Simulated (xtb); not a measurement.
H12Si5, charge -1, doublet, geometry from GFN2-xTB (a state made from the parent by changing its charge; the spin is typed, not shown lowest), atoms displaced at random by about 0.02 Å a coordinate. Base run: GFN2-xTB in xtb 6.7.1.

The xtb input:
```
$ xtb mol.xyz --gfn 2 --chrg -1 --uhf 1 --opt --json

# file mol.xyz
17

Si    -0.77632006    -0.69922906    -2.32070148
Si     0.20274127    -0.19151978    -0.18420433
Si     0.03703626     2.16517944    -0.09805805
Si    -1.52844886    -0.71287143     1.35464230
Si     2.06493763    -0.59416346     1.26199805
H     -2.01915921    -0.36603869    -3.11068113
H     -0.77318968    -2.14272130    -2.43678957
H      0.24997737    -0.24366855    -3.28685354
H      0.23564087     2.78818102     1.21077521
H     -1.26557766     2.69074109    -0.51807059
H      0.98145025     2.85998758    -0.94947562
H     -2.87920985    -0.27554522     0.91182647
H     -1.74682200    -2.16700237     1.59561139
H     -1.39276689    -0.19893227     2.74612733
H      2.22557405    -2.09132162     1.35069022
H      3.29938831    -0.23731358     0.40833003
H      2.67818366    -0.24687356     2.59728066
```

Variants of this job, named by their change:

```tsv
change	ΔE vs base (kJ/mol)	optimiser steps
base	0.00	9
opt level = lax	0.00	7
opt level = extreme	-0.03	35
opt level = loose	0.00	7
opt level = tight	0.00	10
engine = lbfgs	-0.83	-
engine = inertial	-0.28	-
opt level = vtight	-0.03	32
opt level = crude	0.27	4
alpb = methanol	-199.1	9
```
